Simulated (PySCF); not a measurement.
Compound: C5H5F2NO2.
SMILES with atom numbers: `[N:1]#[C:2][C@@H:3]1[CH2:4][O:5][C@H:6]([F:7])[C@@H:8]([F:9])[O:10]1` (hydrogens: H11 on C3; H12, H13 on C4; H14 on C6; H15 on C8)

Computed with PBE0-D3(BJ)/def2-SVP geometry optimisation, gas phase (PySCF 2.14.0).

**Question.** List the bond lengths, angles and torsions at this level.

**Answer.** 
```
  bond  length (bohr)
 N1≡C2          2.184
 C2–C3          2.759
 C3–C4          2.877
 C4–O5          2.669
 O5–C6          2.592
 C6–F7          2.587
 C6–C8          2.892
 C8–F9          2.588
C8–O10          2.598
C3–O10          2.682
C3–H11          2.089
C4–H12          2.074
C4–H13          2.083
C6–H14          2.079
C8–H15          2.079
```

A selection of angles:
```
    angle  degrees
 N1–C2–C3    177.5
 C2–C3–C4    111.9
C2–C3–O10    108.5
C4–C3–O10    109.4
 C3–C4–O5    108.6
 C4–O5–C6    113.9
 O5–C6–F7    110.6
 O5–C6–C8    112.4
 F7–C6–C8    107.1
 C6–C8–F9    107.2
C6–C8–O10    112.5
F9–C8–O10    110.2
C3–O10–C8    113.0
```

Torsions: C2–C3–C4–O5 -179° (antiperiplanar); C3–C4–O5–C6 57° (synclinal); C4–O5–C6–F7 68° (synclinal); O5–C6–C8–F9 -74° (synclinal); C6–C8–O10–C3 -51° (synclinal); C2–C3–O10–C8 180° (antiperiplanar).

The 6-membered ring C3–C4–O5–C6–C8–O10 has internal angles of 108.6° to 113.9°; it is puckered, 0.21 Å rms from its mean plane, widest ring torsion 59°. O5 (cyclic ether oxygen) is bent (angle 113.9°). Of the pairs four or more bonds apart, F9···H11 is among the closest relative to their van der Waals radii: 2.52 Å, 94 % of the sum of Bondi's values. The C–C distances run from 1.460 Å (C2–C3, drawn single) to 1.530 Å (C6–C8, drawn single), a spread of 0.070 Å. The 4 C–O bonds span 1.372 Å (O5–C6, drawn single) to 1.419 Å (C3–O10, drawn single), a spread of 0.047 Å.

Point group: C1 (no symmetry element, even within 0.4 Å). No frequency check. The numbers are those of one conformer.
